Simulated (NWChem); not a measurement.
System: HSeOBr; SMILES O[Se]Br

Here is an NWChem input.

```
start job
memory heap 200 mb stack 900 mb global 1100 mb
geometry units angstroms noautoz
  Se     0.374112     0.942098    -0.015884
  Br    -0.017489    -1.393005     0.009014
  O     -1.290551     1.649318     0.096979
  H     -1.633375     1.675561    -0.821526
end
basis spherical
  * library 6-31g*
end
dft
  xc becke97-d
  disp vdw 2
  iterations 150
  mulliken
end
task dft energy
```

Output (shortened):

```
             Northwest Computational Chemistry Package (NWChem) 7.3.0
             --------------------------------------------------------

 C1  symmetry detected

                             Geometry "geometry" -> ""
                             -------------------------

 Output coordinates in angstroms (scale by  1.889725989 to convert to a.u.)

  No.       Tag          Charge          X              Y              Z
 ---- ---------------- ---------- -------------- -------------- --------------
    1 Se                  34.0000     0.40030106     0.95463253     0.00291449
    2 Br                  35.0000    -0.05954898    -1.36812593     0.00580095
    3 O                    8.0000    -1.24573082     1.70970802     0.06955633
    4 H                    1.0000    -1.56017529     1.74923736    -0.85857649

 Effective nuclear repulsion energy (a.u.)     407.6735020555

                                 NWChem DFT Module
                                 -----------------

 Summary of "ao basis" -> "ao basis" (spherical)
 ------------------------------------------------------------------------------
       Tag                 Description            Shells   Functions and Types
 ---------------- ------------------------------  ------  ---------------------
 Se                          6-31g*                 12       32   5s4p3d
 Br                          6-31g*                 12       32   5s4p3d
 O                           6-31g*                  6       14   3s2p1d
 H                           6-31g*                  2        2   2s

            General Information
            -------------------
          SCF calculation type: DFT
          Wavefunction type:  closed shell.
          No. of atoms     :     4
          No. of electrons :    78
           Alpha electrons :    39
            Beta electrons :    39
          Charge           :     0
          Spin multiplicity:     1
          Use of symmetry is: off; symmetry adaption is: off
          Maximum number of iterations: 150
          AO basis - number of functions:    80
                     number of shells:    32
          Convergence on energy requested:  1.00D-06
          Convergence on density requested:  1.00D-05
          Convergence on gradient requested:  5.00D-04

              XC Information
              --------------
                   Becke 97-D Method XC Functional
                  Becke 1997-D Exchange Functional  1.000
                Becke 1997-D Correlation Potential  1.000

             Grid Information
             ----------------
          Grid used for XC integration:  medium
          Radial quadrature: Mura-Knowles
          Angular quadrature: Lebedev.
          Tag              B.-S. Rad. Rad. Pts. Rad. Cut. Ang. Pts.
          ---              ---------- --------- --------- ---------
          Se                  1.15      112           8.0       590
          Br                  1.15      112          10.0       590
          O                   0.60       49          10.0       434
          H                   0.35       45          10.0       434
          Grid pruning is: on
          Number of quadrature shells:   318
          Spatial weights used:  Erf1

      Superposition of Atomic Density Guess
      -------------------------------------

 Sum of atomic energies:       -5046.84520657

      Non-variational initial energy
      ------------------------------

 Total energy =   -5047.147756
 1-e energy   =   -7841.392459
 2-e energy   =    2386.571201
 HOMO         =      -0.226943
 LUMO         =      -0.068285

     ---------------------------------------------
      Total Density - Mulliken Population Analysis
     ---------------------------------------------

    Atom       Charge   Shell Charges
 -----------   ------   -------------------------------------------------------
    1 Se  34    33.37   2.00  2.00  6.00  2.00  5.99  1.52  2.46  0.37  0.94  6.95  2.94  0.20
    2 Br  35    35.29   2.00  2.00  6.00  2.00  5.99  1.57  3.80  0.39  1.52  6.97  2.93  0.13
    3 O    8     8.88   2.00  0.94  2.97  0.94  2.02  0.02
    4 H    1     0.46   0.36  0.11

   convergence    iter        energy       DeltaE   RMS-Dens  Diis-err
 ---------------- ----- ----------------- --------- --------- ---------
 d= 0,ls=0.0,diis     1  -5053.3391674812 -5.46D+03  2.25D-02  7.19D-01
 d= 0,ls=0.0,diis     2  -5053.1318606558  2.07D-01  1.71D-02  2.44D+00
 d= 0,ls=0.0,diis     3  -5053.3757952851 -2.44D-01  7.34D-03  3.43D-01
 d= 0,ls=0.0,diis     4  -5053.4049378872 -2.91D-02  4.51D-03  6.80D-02
 d= 0,ls=0.0,diis     5  -5053.4133674741 -8.43D-03  1.69D-03  1.09D-02
  Resetting Diis
 d= 0,ls=0.0,diis     6  -5053.4150543775 -1.69D-03  2.84D-04  3.80D-04
 d= 0,ls=0.0,diis     7  -5053.4151082930 -5.39D-05  1.10D-04  1.13D-05
 d= 0,ls=0.0,diis     8  -5053.4151049788  3.31D-06  7.72D-05  3.37D-05
 d= 0,ls=0.0,diis     9  -5053.4151097478 -4.77D-06  1.67D-05  2.11D-06
 d= 0,ls=0.0,diis    10  -5053.4151099928 -2.45D-07  5.28D-06  1.63D-07

         Total DFT energy =    -5053.415109992835
      One electron energy =    -7845.013655751160
           Coulomb energy =     2574.037823357847
    Exchange-Corr. energy =     -190.111421838910
 Nuclear repulsion energy =      407.673502055514

    Dispersion correction =       -0.001357816126

 Numeric. integr. density =       77.999995361199

                       DFT Final Molecular Orbital Analysis
                       ------------------------------------

 Vector   37  Occ=2.000000D+00  E=-2.802761D-01
              MO Center= -1.1D-01, -5.8D-01, -2.6D-02, r^2= 2.9D+00
   Bfn.  Coefficient  Atom+Function         Bfn.  Coefficient  Atom+Function
  ----- ------------  ---------------      ----- ------------  ---------------
    45      0.635449  2 Br pz                13      0.303356  1 Se pz
    41     -0.284857  2 Br pz                49      0.264838  2 Br pz
    67      0.141249  3 O  px                69     -0.137048  3 O  pz
    44      0.132170  2 Br py                 9     -0.128166  1 Se pz
    68      0.124035  3 O  py                17      0.111028  1 Se pz

 Vector   38  Occ=2.000000D+00  E=-2.682815D-01
              MO Center= -1.3D-01, -1.0D+00,  1.0D-02, r^2= 2.3D+00
   Bfn.  Coefficient  Atom+Function         Bfn.  Coefficient  Atom+Function
  ----- ------------  ---------------      ----- ------------  ---------------
    43      0.735360  2 Br px                39     -0.327840  2 Br px
    47      0.306598  2 Br px                68     -0.195218  3 O  py
    44     -0.178240  2 Br py                72     -0.143179  3 O  py
    35      0.098197  2 Br px                40      0.078589  2 Br py
    48     -0.073932  2 Br py                10      0.056035  1 Se s

 Vector   39  Occ=2.000000D+00  E=-2.034038D-01
              MO Center=  2.1D-01,  4.2D-01, -7.6D-03, r^2= 3.0D+00
   Bfn.  Coefficient  Atom+Function         Bfn.  Coefficient  Atom+Function
  ----- ------------  ---------------      ----- ------------  ---------------
    13      0.702818  1 Se pz                45     -0.424934  2 Br pz
    17      0.316442  1 Se pz                 9     -0.289756  1 Se pz
    49     -0.214425  2 Br pz                41      0.186794  2 Br pz
    69     -0.149171  3 O  pz                73     -0.100848  3 O  pz
    70     -0.089906  3 O  s                 80      0.087390  4 H  s

 Vector   40  Occ=0.000000D+00  E=-1.236910D-01
              MO Center=  1.3D-01,  1.1D-01,  4.3D-03, r^2= 3.7D+00
   Bfn.  Coefficient  Atom+Function         Bfn.  Coefficient  Atom+Function
  ----- ------------  ---------------      ----- ------------  ---------------
    12      0.633859  1 Se py                44      0.529198  2 Br py
    48      0.460360  2 Br py                16      0.432471  1 Se py
    10      0.273826  1 Se s                 11      0.263946  1 Se px
     8     -0.248588  1 Se py                46      0.247427  2 Br s
    40     -0.227700  2 Br py                68     -0.211105  3 O  py

 Vector   41  Occ=0.000000D+00  E=-8.580163D-02
              MO Center=  3.2D-02,  1.0D+00, -4.2D-02, r^2= 2.9D+00
   Bfn.  Coefficient  Atom+Function         Bfn.  Coefficient  Atom+Function
  ----- ------------  ---------------      ----- ------------  ---------------
    11      0.580687  1 Se px                70      0.517413  3 O  s
    15      0.476234  1 Se px                67      0.326508  3 O  px
    71      0.313492  3 O  px                12     -0.296007  1 Se py
    16     -0.285769  1 Se py                10      0.230810  1 Se s
     7     -0.224347  1 Se px                43     -0.200390  2 Br px

 Vector   42  Occ=0.000000D+00  E= 5.101888D-02
              MO Center= -1.4D+00,  1.6D+00, -9.0D-01, r^2= 2.3D+00
   Bfn.  Coefficient  Atom+Function         Bfn.  Coefficient  Atom+Function
  ----- ------------  ---------------      ----- ------------  ---------------
    80      1.360239  4 H  s                 70     -0.685845  3 O  s
    73      0.499692  3 O  pz                10      0.422475  1 Se s
    69      0.315494  3 O  pz                71      0.266753  3 O  px
    14      0.234083  1 Se s                 67      0.230941  3 O  px
    79      0.197124  4 H  s                 15      0.165452  1 Se px

     ---------------------------------------------
      Total Density - Mulliken Population Analysis
     ---------------------------------------------

    Atom       Charge   Shell Charges
 -----------   ------   -------------------------------------------------------
    1 Se  34    33.70   2.00  2.00  6.00  2.00  5.99  1.69  2.90  0.24  0.76  6.98  2.87  0.27
    2 Br  35    35.15   2.00  2.00  6.00  2.00  5.99  1.68  3.82  0.29  1.34  7.00  2.87  0.16
    3 O    8     8.58   2.00  0.94  2.84  0.98  1.80  0.02
    4 H    1     0.57   0.47  0.09

     -------------------------------------------
      Total Density - Lowdin Population Analysis
     -------------------------------------------

[...]
```

Level: B97-D/6-31G* (spherical d). Coordinates come from a PBE-D3(BJ)/def2-SVP optimisation.
